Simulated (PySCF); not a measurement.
C6H10FNOSi.
SMILES with atom numbers: `[CH3:1][C@@H:2]1[CH2:3][SiH2:4][CH2:5][C@:6]([F:7])([C:8]#[N:9])[O:10]1` (hydrogens: H11, H12, H13 on C1; H14 on C2; H15, H16 on C3; H17, H18 on Si4; H19, H20 on C5)

Method: PySCF, PBE0-D3(BJ)/def2-SVP geometry optimisation, gas phase; density fitting, grid level 1; the optimiser is geomeTRIC in internal coordinates, started from a GFN2-xTB structure.

Step 0: E = -20487.3069 eV
```
atom  x, y, z in Å  |  force x, y, z in eV/Å
C1      2.3232   -0.0310   -1.4603   -0.560  -0.099   0.558
C2      1.1881   -0.4442   -0.5320    0.228  -0.063  -0.479
C3      0.5001   -1.7253   -1.0078   -0.256   0.302   0.609
Si4    -1.0090   -2.1073    0.0844    0.252   0.915  -0.585
C5     -1.8092   -0.3816    0.2227    0.736  -0.279   0.128
C6     -0.7112    0.6596    0.4359    0.254  -0.420   0.363
F7     -0.1621    0.4468    1.7089   -0.243   0.118  -0.549
C8     -1.3252    1.9924    0.4402    0.912  -1.126   0.017
N9     -1.8579    3.0018    0.4367   -0.883   1.664   0.008
O10     0.2949    0.6764   -0.5022   -0.257  -0.013   0.245
H11     2.7657    0.8990   -1.1138    0.218   0.366   0.127
H12     1.9388    0.1225   -2.4655   -0.133   0.054  -0.434
H13     3.0848   -0.8054   -1.4805    0.321  -0.305  -0.040
H14     1.5844   -0.5977    0.4815    0.038   0.051   0.154
H15     1.2323   -2.5315   -0.9919    0.236  -0.376   0.014
H16     0.1955   -1.5881   -2.0475   -0.217  -0.007  -0.344
H17    -0.6009   -2.5768    1.4096    0.109  -0.277   0.440
H18    -1.9455   -3.0179   -0.5733   -0.342  -0.467  -0.155
H19    -2.5157   -0.3051    1.0481   -0.255   0.000   0.275
H20    -2.3376   -0.1176   -0.6937   -0.158  -0.039  -0.351
```

Step 1: E = -20487.3319 eV
```
atom  x, y, z in Å  |  force x, y, z in eV/Å
C1      2.3004    0.0059   -1.4476    0.191   0.028   0.070
C2      1.1536   -0.4309   -0.5707   -0.172  -0.034   0.027
C3      0.5105   -1.7507   -0.9929    0.218   0.015  -0.037
Si4    -1.0171   -2.1143    0.0495   -0.166  -0.108   0.045
C5     -1.7886   -0.4039    0.3279   -0.075   0.129  -0.255
C6     -0.7106    0.6655    0.4495    0.107   0.111  -0.486
F7     -0.0250    0.5337    1.6259   -0.130  -0.118   0.390
C8     -1.2903    2.0334    0.4322   -0.053  -0.038  -0.094
N9     -1.7689    3.0829    0.3731   -0.020   0.029   0.076
O10     0.1836    0.6332   -0.6043    0.203   0.003   0.164
H11     2.7255    0.9460   -1.0640   -0.012  -0.022  -0.063
H12     1.9875    0.1639   -2.4905   -0.080  -0.027   0.025
H13     3.0876   -0.7644   -1.4280   -0.023   0.054  -0.048
H14     1.5180   -0.5193    0.4679    0.035   0.012  -0.089
H15     1.2470   -2.5676   -0.9047   -0.026   0.024  -0.011
H16     0.2403   -1.6812   -2.0632   -0.101  -0.052   0.110
H17    -0.7264   -2.7511    1.3698    0.155  -0.006  -0.059
H18    -1.9533   -3.0091   -0.6992   -0.050   0.071   0.060
H19    -2.4990   -0.3476    1.1647    0.041  -0.039   0.056
H20    -2.3416   -0.1555   -0.5960   -0.040  -0.030   0.118
```

Step 2: E = -20487.3760 eV
```
atom  x, y, z in Å  |  force x, y, z in eV/Å
C1      2.3089    0.0015   -1.4566    0.035   0.004  -0.010
C2      1.1779   -0.4367   -0.5557   -0.181  -0.025  -0.007
C3      0.5176   -1.7486   -0.9837    0.113   0.030   0.041
Si4    -1.0147   -2.1084    0.0558   -0.078  -0.033   0.043
C5     -1.7922   -0.3945    0.2992   -0.056   0.025  -0.196
C6     -0.7146    0.6702    0.4522    0.017  -0.060  -0.306
F7     -0.1133    0.5121    1.6780    0.111  -0.031   0.063
C8     -1.3008    2.0359    0.4281    0.064  -0.025  -0.114
N9     -1.7857    3.0832    0.3786   -0.015  -0.004   0.057
O10     0.2266    0.6438   -0.5615    0.034   0.102   0.346
H11     2.7511    0.9383   -1.0885   -0.020   0.004  -0.012
H12     1.9489    0.1658   -2.4831   -0.021  -0.004  -0.004
H13     3.0929   -0.7697   -1.4786   -0.014   0.001  -0.013
H14     1.5643   -0.5412    0.4709    0.009   0.006   0.049
H15     1.2481   -2.5706   -0.9079   -0.017   0.001  -0.008
H16     0.2238   -1.6791   -2.0451   -0.025   0.019  -0.001
H17    -0.6880   -2.7431    1.3675    0.064   0.023  -0.013
H18    -1.9674   -2.9963   -0.6756   -0.020   0.008   0.021
H19    -2.5078   -0.3378    1.1318    0.036  -0.024   0.036
H20    -2.3420   -0.1559   -0.6262   -0.035  -0.018   0.028
```

Question: Estimate the geometry and energy of step 3. (The exact step hangs on the optimiser's Hessian estimate; all steps are aligned on step 2, rigid shifts and turns removed.)

Answer: E = -20487.3906 eV, largest force 0.126 eV/Å
```
atom  x, y, z in Å  |  force x, y, z in eV/Å
C1      2.3048    0.0007   -1.4575   -0.006  -0.023  -0.032
C2      1.1861   -0.4370   -0.5393   -0.023  -0.027  -0.046
C3      0.5202   -1.7425   -0.9745   -0.017  -0.008   0.033
Si4    -1.0151   -2.1064    0.0600    0.004  -0.020   0.010
C5     -1.7978   -0.3928    0.2664   -0.005   0.006  -0.044
C6     -0.7157    0.6660    0.4426   -0.020  -0.034  -0.082
F7     -0.1446    0.4839    1.6850    0.036   0.005   0.039
C8     -1.2918    2.0343    0.4223   -0.004   0.016  -0.024
N9     -1.7739    3.0839    0.3933    0.000  -0.012   0.025
O10     0.2553    0.6568   -0.5310   -0.021   0.030   0.120
H11     2.7552    0.9367   -1.0997   -0.005   0.012   0.010
H12     1.9149    0.1684   -2.4729    0.011   0.005  -0.005
H13     3.0846   -0.7723   -1.5051    0.006  -0.012   0.003
H14     1.5818   -0.5514    0.4841    0.001   0.004   0.011
H15     1.2482   -2.5664   -0.9056   -0.002  -0.006  -0.012
H16     0.2165   -1.6684   -2.0324    0.020   0.041  -0.034
H17    -0.6576   -2.7238    1.3709   -0.006   0.033   0.020
H18    -1.9752   -3.0005   -0.6522    0.011  -0.028   0.001
H19    -2.5101   -0.3362    1.1023    0.013  -0.001   0.015
H20    -2.3525   -0.1640   -0.6572    0.008   0.018  -0.008
```

The energy changes by -0.0146 eV. The first-order estimate −F·Δx gives -0.0255 eV and the mean of the old and new forces, exact on a quadratic surface, -0.0148 eV. The step makes an angle of 69° with the force vector and moves no atom by more than 0.044 Å.

What follows is the cost of the whole optimisation. On one thread, Arm Neoverse V1 (aarch64), no GPU (shared host), this took 3.8 min wall and 0.90 GiB of memory at its peak.
